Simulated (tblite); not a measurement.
Compound: C4H7BrGeSi.
SMILES with atom numbers: `[CH:1]#[C:2]/[C:3]([Br:4])=[C:5](\[SiH3:6])[GeH3:7]` (hydrogens: H8 on C1; H9, H10, H11 on Si6; H12, H13, H14 on Ge7)

Computed with GFN2-xTB (tblite), gas phase: L-BFGS steps from a force-field or distance-geometry start until the largest atomic force falls under 0.01 eV/Å.

Geometry at step 7:
```
atom  x, y, z in Å
C1      2.9355    1.1189    0.2060
C2      1.7525    1.2122    0.0163
C3      0.3637    1.1409   -0.1721
Br4    -0.4795    2.8106   -0.6425
C5     -0.3620    0.0313   -0.0431
Si6     0.4644   -1.6045    0.3809
Ge7    -2.2800    0.0750   -0.3386
H8      3.9714    1.0543    0.3723
H9      1.8781   -1.5201    0.0254
H10    -0.2376   -2.6234   -0.4026
H11     0.2752   -1.8443    1.8126
H12    -2.5495    0.2600   -1.7877
H13    -2.9255    1.1416    0.4702
H14    -2.8074   -1.2529    0.0806
```

Q: Give the atomic forces at this geometry.

A: 
| atom | Fx (eV/Å) | Fy (eV/Å) | Fz (eV/Å) |
| --- | --- | --- | --- |
| C1 | 0.138 | 0.084 | 0.018 |
| C2 | -0.008 | -0.127 | 0.030 |
| C3 | 0.041 | -0.015 | 0.032 |
| Br4 | -0.042 | 0.093 | -0.056 |
| C5 | 0.147 | 0.109 | -0.006 |
| Si6 | 0.039 | -0.142 | 0.018 |
| Ge7 | 0.015 | -0.037 | 0.059 |
| H8 | -0.063 | 0.106 | -0.031 |
| H9 | -0.018 | -0.125 | 0.004 |
| H10 | 0.026 | -0.039 | -0.004 |
| H11 | 0.008 | -0.006 | 0.022 |
| H12 | -0.085 | 0.094 | -0.103 |
| H13 | -0.096 | 0.064 | 0.005 |
| H14 | -0.100 | -0.059 | 0.010 |

The largest, 0.18 eV/Å, acts on C5; the rms over all components is 0.071 eV/Å. The forces sum to zero within rounding, as they must for an isolated molecule in no field.

Q: Give the force on C5 in Eh/bohr and in nN.

A: 0.183 eV/Å ÷ 51.422 = 0.00356 Eh/bohr, and 0.183 eV/Å × 1.602 = 0.29 nN.

Q: How far is this geometry from the end of the optimisation?

A: 0.066 eV above it, and 0.190 Å rms away after alignment. The bonds farthest from their final lengths, with half the difference of the two atoms' forces along the bond (positive lengthens):

```tsv
bond	now (Å)	final (Å)	force along bond (eV/Å)
C5–Ge7	1.941	1.958	+0.06
C3–Br4	1.929	1.946	+0.08
Ge7–H12	1.486	1.494	+0.10
C5–Si6	1.881	1.890	+0.09
Ge7–H13	1.486	1.495	+0.05
Ge7–H14	1.489	1.496	+0.02
```

The angle farthest from its final value is C1–C2–C3, 172.5° against 176.1°.

Of the 2 listed bonds off by 0.010 Å or more, this force points towards the final length in 2.

The cost below is that of the whole relaxation. The run took 0.49 s on Arm Neoverse V2, one thread, on a shared host.
